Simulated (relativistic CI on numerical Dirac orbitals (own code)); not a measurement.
## Fe6+: 3s photoemission

Computed with this model: Dirac-Coulomb-Breit CI, KLI orbitals optimised for each configuration, a model potential for QED, valence Slater integrals scaled by 0.8, multiplet model of photoemission in the sudden approximation; configurations [Ar] 3d2 → [Ne] 3s 3p6 3d2; 300 K; Lorentzian 1.5 eV and Gaussian 0.6 eV FWHM. Energies are those of the free ion, without screening or charge transfer. The energies are binding energies and can lie tens of eV above those of solids. Without intra-shell correlation the exchange splitting of an s hole comes out too large, often by half or more. S is read from ⟨S²⟩ = S(S + 1).

Computed curve for free ion, scaled to 100 at the maximum (points under 2 are left out and the grid is thinned):

| Energy (eV) | Intensity |
| --- | --- |
| 213.6 | 2.1 |
| 214.0 | 2.4 |
| 214.4 | 2.8 |
| 214.8 | 3.3 |
| 215.4 | 4.4 |
| 215.8 | 5.4 |
| 216.2 | 6.8 |
| 216.6 | 8.8 |
| 217.0 | 11.9 |
| 217.4 | 16.9 |
| 218.0 | 32.2 |
| 218.4 | 52.9 |
| 218.8 | 82.1 |
| 219.2 | 100.0 |
| 219.6 | 85.4 |
| 220.0 | 56.1 |
| 220.4 | 34.5 |
| 221.0 | 18.4 |
| 221.4 | 13.4 |
| 221.8 | 10.4 |
| 222.2 | 8.7 |
| 222.6 | 7.7 |
| 223.0 | 7.5 |
| 223.6 | 8.1 |
| 224.0 | 9.3 |
| 224.4 | 11.5 |
| 224.8 | 15.9 |
| 225.2 | 24.4 |
| 225.6 | 37.7 |
| 226.0 | 48.7 |
| 226.6 | 38.0 |
| 227.0 | 24.2 |
| 227.4 | 15.0 |
| 227.8 | 9.9 |
| 228.2 | 7.0 |
| 228.6 | 5.2 |
| 229.2 | 3.6 |
| 229.6 | 2.9 |
| 230.0 | 2.4 |
| 230.4 | 2.1 |

The ground state has S = 1.00, and the centroid lies at 221.47 eV.
